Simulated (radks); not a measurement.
The numbers below are computed, except where a source is named.
Q: Excited configurations of Sn2+: one electron is placed in a higher orbital outside [Kr] 4d10 5s1. The ground configuration is [Kr] 4d10 5s2. Code: a radial shooting solver on a logarithmic mesh with Libxc functionals. Model: scalar-relativistic Kohn-Sham, r2SCAN, spin-polarised, spherical densities, finite nucleus; open shells are filled with parallel spins first (spin-orbit coupling, left out, can overturn this in heavy ions); meta-GGA in the generalised Kohn-Sham scheme; Fermi nuclear charge, rms radius 4.6519 fm. Excitation = E - E(ground); binding = E(ion) - E, where the ion is the core of charge +3; n* = 3/sqrt(2 binding) in atomic units, and the quantum defect is n - n*.

| outer orbital | excitation (eV) | binding (eV) | n* | quantum defect | eigenvalue (eV) | <r> (bohr) |
|---|---|---|---|---|---|---|
| 5f | 24.911 | 5.401 | 4.761 | 0.239 | -4.459 | 9.166 |
| 6p | 19.546 | 10.767 | 3.372 | 2.628 | -9.322 | 5.589 |
| 6d | 22.997 | 7.315 | 4.091 | 1.909 | -6.186 | 7.561 |
| 7d | 25.551 | 4.761 | 5.071 | 1.929 | -4.085 | 12.16 |

Estimate the row for 4f.

A: excitation (eV) 22.242; binding (eV) 8.071; n* 3.895; quantum defect 0.105; eigenvalue (eV) -6.337; <r> (bohr) 5.262. The Delta-SCF ionisation energy is 30.313 eV (NIST Atomic Spectra Database: 30.506 eV, measured). Self-interaction in the functional shifts the binding energies and quantum defects, so they are the method's values and not measured ones.
